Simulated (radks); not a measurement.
Task: Radial electron density D(r) = 4 pi r^2 rho(r) of an atom or ion with 14 electrons. Method: non-relativistic Kohn-Sham, PBE, spin-polarised, spherical densities, point nucleus; computed with a radial shooting solver on a logarithmic mesh with Libxc functionals.

```
   r/bohr * D(r) (the largest magnitude, 98, reaches the edge; | marks zero)
 0.002254 |    *
 0.002797 |       *
   0.0035 |          *
 0.004343 |              *
  0.00539 |                    *
  0.00669 |                          *
  0.00837 |                                 *
  0.01039 |                                       *
  0.01289 |                                            *
    0.016 |                                              *
  0.02002 |                                             *
  0.02484 |                                         *
  0.03083 |                                       *
  0.03827 |                                        *
  0.04788 |                                               *
  0.05942 |                                                      *
  0.07375 |                                                      *
  0.09153 |                                            *
   0.1136 |                            *
   0.1421 |                *
   0.1764 |              *
   0.2189 |             *
   0.2717 |        *
   0.3399 |  *
   0.4218 |*
   0.5236 *
   0.6498 *
```

What is the nuclear charge?

Result: Z = 66. The innermost maximum, from 1s, lies near 1/Z = 0.0152 bohr (found: 0.0165), and its height grows with Z. The density is that of the dysprosium ion Dy52+ in [Ne] 3s2 3p2; the configuration itself is not fixed sharply by these data, and Z only to a few units. D(r) has 2 maxima, at r = 0.0165, 0.0670 bohr, and minima at 0.0324 bohr, inside which lie 2.06 electrons.
